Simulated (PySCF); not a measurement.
**[HfO(OH)3]− relaxed at several levels**

Computed with PySCF 2.14.0, def2-SVP on the ligands, density fitting, scalar-relativistic core potentials, no spin-orbit coupling, vacuum. Each row is relaxed at its own level from the same template. Distances are means of the shortest metal–ligand contacts, charges and spins Mulliken's.

```json
{"level": "PBE", "basis on the metal": "def2-SVP with ECP60", "point group": "nearly C3v", "M–O (Å)": "1.834", "M–OH (Å)": "2.050", "charge on M (e)": "0.40", "HOMO–LUMO gap (eV)": "4.39", "strongest infrared band, degenerate modes summed (cm⁻¹)": "508", "unstable modes (below −25 cm⁻¹)": "0"}
```

**Question.** What does the calculation give for BP86, def2-SVP with ECP60?

**Answer.** point group: nearly C3v, M–O (Å): 1.835, M–OH (Å): 2.050, charge on M (e): 0.42, HOMO–LUMO gap (eV): 4.55, strongest infrared band, degenerate modes summed (cm⁻¹): 513, unstable modes (below −25 cm⁻¹): 0.
```xyz
8

Hf   -0.3704    0.0000    0.1197
O     0.5433    0.0000    1.7115
O     0.1725    1.6860   -0.9129
H     0.8246    2.2620   -0.4757
O    -2.3829    0.0000    0.5141
H    -2.6575    0.0000    1.4477
O     0.1725   -1.6860   -0.9129
H     0.8246   -2.2620   -0.4757
```

One start shape was tried for each, so a minimum needn't be the lowest isomer.
